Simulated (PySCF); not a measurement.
**Identify the compound**

An unknown has the formula C$_{8}$H$_{11}$P. Its calculated NMR data are:

1H NMR (500 MHz, computed): δ 6.43 (m, 1H), 6.19 (m, 2H), 6.12 (m, 1H), 5.89 (m, 1H), 5.87 (m, 2H), 2.82 (m, 1H), 1.02 (d, 3H).

13C{1H} NMR (computed): δ 150.8 (CH), 144.6 (CH), 139.4 (CH2), 133.7 (CH), 37.9 (CH), 24.6 (CH3).

[PySCF: coordinates at the PBE0-D3(BJ)/def2-SVP level; σ from GIAO-B3LYP/pcSseg-1; averaged over atoms made equivalent by symmetry, fast rotation or ring inversion; isolated molecule; non-relativistic Hamiltonian; single conformer]

Shifts are taken against calculated references (same method and geometry level): 1H (σref 31.38), 13C (σref 179.24) vs TMS.

Question: Propose a structure and justify it.

Answer: 
6 carbon signals for 8 carbons: some carbons are equivalent by symmetry or fast rotation. Carbon types of the structure: 6 × CH, 1 × CH2, 1 × CH3, which accounts for all hydrogens. δC 150.8, 144.6, 133.7: alkene CH; an sp2 carbon of a C=C bond. δC 139.4: terminal =CH2 carbon; the olefinic region. δC 37.9: allylic sp3 CH; a saturated carbon with 3 carbon neighbours and no heteroatom attached. δC 24.6: methyl carbon; a saturated carbon with 1 carbon neighbour and no heteroatom attached. δH 6.43, 6.19, 5.87: hydrogen on an alkene CH; a vinylic proton, deshielded by the sp2 carbon and the C=C anisotropy. δH 6.12, 5.89: hydrogen on a terminal =CH2 carbon; a vinylic proton, deshielded by the sp2 carbon and the C=C anisotropy. δH 2.82: hydrogen on an allylic sp3 CH; allylic position.

The compound is `InChI=1S/C8H11P/c1-3-9-6-4-8(2)5-7-9/h3-8H,1H2,2H3`.

The shifts were computed for this structure.

Splittings by 31P in the carbon and heteronuclear signals aren't shown, as no couplings were computed. Shifts are as computed. Against solution values, carbons near 30 ppm lie about +2 ppm off and those near 130 ppm about +6 ppm. Of 1211 compounds with measured shifts, 218 miss one by over three times the rms of a fit or turn the order of signals round; such compounds aren't used in these exercises. No couplings were computed; multiplicities are counted from neighbouring protons, with m where these are inequivalent, close in shift, in a saturated or five-membered ring or joined by F or P, and br s for small geminal =CH2 splittings.
